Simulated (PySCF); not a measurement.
Gas-phase reaction: Ge₂H₆ + 2 GeCl₂ = GeCl₄ + 3 GeH₂, at 1200 K and a standard pressure of 1 bar. Level: LDA/def2-TZVP†.

Computed with PySCF and rigid-rotor harmonic-oscillator thermochemistry at 1 bar. † marks an energy on the PBE0/def2-TZVP geometry and frequencies. All species are closed-shell singlets. Ge: all electrons, no relativistic terms. GeH₂: computed as isolated molecules; such fragments, hydroxides, amides, oligomers or adducts are transient or little studied in the gas. The harmonic model lacks anharmonicity and excited electronic states, which grow with temperature; levels with a mode under 35 cm⁻¹ are left out. Internal rotation in Ge₂H₆ is treated as a harmonic vibration of one conformer, which makes the entropy rough.

```
species       E (Ha)  H(1200 K) − E (kJ/mol)  S°(1200 K) (J/mol/K)
-------  -----------  ----------------------  --------------------
Ge₂H₆    -4151.24590                   255.8                 470.4
GeCl₂    -2991.42191                    70.2                 374.1
GeCl₄    -3908.98571                   130.8                 493.3
GeH₂     -2074.96645                    79.1                 279.9
```
E: electronic energy; H − E holds the zero-point and thermal terms. 1 Ha = 2625.5 kJ/mol.

Q: Work out ΔH°, ΔS°, ΔG° and log10 K from these numbers.

A: 1. ΔE = 1×(-3908.98571) + 3×(-2074.96645) − 1×(-4151.24590) − 2×(-2991.42191) = 0.20466 Ha = 537.3 kJ.
2. Δ(H − E) = 1×(130.8) + 3×(79.1) − 1×(255.8) − 2×(70.2) = -28.1 kJ, so ΔH° = 509.2 kJ.
3. ΔS° = 1×(493.3) + 3×(279.9) − 1×(470.4) − 2×(374.1) = 114.4 J/K; the number of gas molecules changes by +1.
4. ΔG° = ΔH° − TΔS° = 509.2 − 1200×(114.4)/1000 = 371.9 kJ.
5. log10 K = −ΔG°/(RT ln 10) = -16.19, with RT ln 10 = 22.97 kJ/mol; at standard pressures the reactants are favoured.
6. A shift of 10 kJ in ΔE would move log10 K by 0.44 here.
For scale, ΔH°(298 K) is 514 kJ at this level, 427 kJ at ωB97M-V/def2-TZVP†, and runs from 375 to 514 kJ over the 19 levels computed.
